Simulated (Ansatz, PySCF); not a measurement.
BH, SMILES [BH] (connectivity only; charge and spin as stated), neutral, multiplicity 1.

Geometry optimised at PBE0-D3(BJ)/def2-TZVPD.

Vertical ionisation energy (IE) and electron affinity (EA) in eV. Rows of orbital energies are one-electron estimates. Where ΔSCF, EOM or ADC give a negative EA the extra electron is unbound and the value depends on the basis.

```json
[
 {"level": "−ε(HOMO), −ε(LUMO), ωB97X/def2-TZVPD (PySCF)", "IE": "9.12", "EA": "-0.01"},
 {"level": "−ε(HOMO), −ε(LUMO), CAM-B3LYP/def2-TZVPD (PySCF)", "IE": "8.09", "EA": "1.20"},
 {"level": "−ε(HOMO), −ε(LUMO), PBE/def2-TZVPD (PySCF)", "IE": "(withheld)", "EA": "(withheld)"},
 {"level": "EOM-CCSD/aug-cc-pVDZ (PySCF)", "IE": "9.69", "EA": "-0.04"},
 {"level": "ADC(3)/aug-cc-pVDZ (PySCF)", "IE": "9.43", "EA": "0.14"},
 {"level": "ΔSCF, CAM-B3LYP/def2-TZVPD (Ansatz), final states of multiplicity 2 and 2", "IE": "9.68", "EA": "0.16"},
 {"level": "ΔSCF, PBE/def2-TZVPD (Ansatz), final states of multiplicity 2 and 2", "IE": "9.58", "EA": "0.26"}
]
```

Problem. Complete the blanks. (The exact figures need the calculation; the answer reports its results.)

Solution. 
- −ε(HOMO), −ε(LUMO), PBE/def2-TZVPD (PySCF), IE: 5.53
- −ε(HOMO), −ε(LUMO), PBE/def2-TZVPD (PySCF), EA: 3.49

Problem. What vertical singlet–triplet gap does ΔSCF give with CAM-B3LYP/def2-TZVPD (Ansatz, an electronic-structure program) and with PBE/def2-TZVPD (Ansatz)? (Estimate from the structure and the level; the computed values follow.)

Solution. 1.12 and 0.96 eV (triplet above singlet where positive).

Computed lowest 1s main lines (those of the lightest heavy element) from CVS-ADC(2)-x/aug-cc-pVDZ (PySCF, non-relativistic), with pole strengths:
202.5 eV (1.59).

Problem. Beyond the first one, list the lowest photoelectron lines from ADC(3)/aug-cc-pVDZ in PySCF with their pole strengths (two spins summed). (Estimate from the structure and the level; the computed values follow.)

Solution. 16.91 eV (1.65).
